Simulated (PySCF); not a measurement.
Screening by computed properties: pick the candidate that meets the target.

All species are isolated and taken at one optimised geometry, non-relativistic unless stated. Electronic properties by PySCF.

Dipoles, sizes and rotational constants follow the conformer. The torsions of the flexible species, by atom-mapped SMILES:
- `[CH2:1]=[C:2]([CH3:3])[Si@@:4]([OH:5])([SiH3:6])[CH2:7][CH3:8]`: C1–C2–Si4–O5 -11°, C2–Si4–C7–C8 177°, H–O5–Si4–C2 -62°
- `[CH3:1][CH2:2][O:3][Si@@H:4]([CH3:5])/[CH:6]=[CH:7]/[SiH3:8]`: C1–C2–O3–Si4 169°, C2–O3–Si4–C5 67°, O3–Si4–C6–C7 -129°

The conformers of `CC[C@@H]1C[Se]C[C@H](F)O1`, `O=S(=O)(O)[C@H]1CCOBO1` and `[SiH3]C[SiH]1CCOCC1` aren't listed.

(1) Wanted: static isotropic polarisability below 120 au (CAM-B3LYP/def2-SVPD) and HOMO–LUMO gap below 8.7 eV (CAM-B3LYP/def2-SVPD), at PBE0-D3(BJ)/def2-SVP geometries. Which candidate meets both?
A. `C=C(C)[Si@@](O)([SiH3])CC`
B. `[SiH3]C[SiH]1CCOCC1`
C. `CC[C@@H]1C[Se]C[C@H](F)O1`
D. `OS(=O)([C@H]1CCOBO1)=O`

(2) Wanted: lowest singlet excitation below 6 eV (TDDFT CAM-B3LYP/def2-SVPD) and vertical ionisation energy below 8.8 eV (ΔSCF CAM-B3LYP/def2-SVPD), at PBE0-D3(BJ)/def2-SVP geometries. Which candidate meets both?
A. `C(C)[C@H]1O[C@H](C[Se]C1)F`
B. `CCO[Si@@H](C)/C=C/[SiH3]`
C. `O=S(=O)(O)[C@H]1CCOBO1`
D. `C=C(C)[Si@@](O)([SiH3])CC`
E. `C1[SiH](C[SiH3])CCOC1`

Answers

(1) C. Computed values:
| species | static isotropic polarisability | HOMO–LUMO gap |
| --- | --- | --- |
| OS(=O)([C@H]1CCOBO1)=O | 82.4 au | 10.82 eV |
| CC[C@@H]1C[Se]C[C@H](F)O1 | 100.4 au | 8.26 eV |
| [SiH3]C[SiH]1CCOCC1 | 115.0 au | 9.92 eV |
| C=C(C)[Si@@](O)([SiH3])CC | 121.4 au | 9.17 eV |

(2) A. Computed values:
```
                   species  lowest singlet excitation  vertical ionisation energy
C(C)[C@H]1O[C@H](C[Se]C1)F                    4.54 eV                     8.48 eV
  CCO[Si@@H](C)/C=C/[SiH3]                    5.81 eV                     9.77 eV
 C=C(C)[Si@@](O)([SiH3])CC                    6.25 eV                     9.07 eV
     C1[SiH](C[SiH3])CCOC1                    7.23 eV                     9.47 eV
    O=S(=O)(O)[C@H]1CCOBO1                    7.95 eV                    11.18 eV
```
